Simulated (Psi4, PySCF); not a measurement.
Here is a job for Psi4.
```
memory 2 GB

molecule mol {
0 1
  Pb   -0.008529   -0.007214    0.962796
  I     1.060678   -1.863893   -0.749473
  I    -1.047483    1.875053   -0.740135
}

set basis def2-tzvp
set reference rks
set scf_type pk
set puream true
set d_convergence 1e-8
set dft_radial_points 99
set dft_spherical_points 590

energy('b3lyp5')
print_variables()
```

Q: Write the same job for PySCF.

A: Several could match; the one computed here: 
```python
from pyscf import gto, scf, dft

mol = gto.Mole()
mol.atom = '''
    Pb   -0.00852880   -0.00721361    0.96279553
    I     1.06067820   -1.86389256   -0.74947342
    I    -1.04748270    1.87505324   -0.74013476
'''
mol.basis = 'def2-tzvp'
mol.ecp = {'I': 'def2-tzvp', 'Pb': 'def2-tzvp'}
mol.verbose = 4
mol.build()

mf = dft.RKS(mol)
mf.xc = 'b3lyp5'
mf.grids.atom_grid = (99, 590)
mf.grids.prune = None
mf.kernel()
```

Both were run: Psi4 gave -788.403334 Eh and PySCF -788.403321 Eh, 0.013 mEh apart.
